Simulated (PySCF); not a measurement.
How methods differ on the excitation energy of Tc(2+)

Tc(2+) [Kr] 4d5 (6S) → Tc(2+) [Kr] 4d4 5p1 (high-spin determinant), as a difference of total energies. Computed with PySCF 2.14 in ANO-RCC-VTZP (7s6p4d2f1g, 68 functions), with scalar relativity by spin-free X2C-1e. Correlated levels: valence: [Kr] frozen. The calculations carry no spin-orbit coupling.

| method | excitation energy (cm⁻¹) |
| --- | --- |
| UHF | 90738 |
| MP2 (valence) | 93254 |
| SCS-MP2 (valence) | 91576 |
| CCSD (valence) | 93099 |
| CCSD(T) (valence) | 93094 |

A first-order spin-orbit estimate (lowest level to lowest level, LS coupling) adds -0.287 eV.

The basis was made for the ground configuration and has no added diffuse functions, so the excitation energy can come out too high.

The determinant of the upper state mixes LS terms, which raises its energy above the lowest term, most at the Hartree-Fock and MP2 levels.
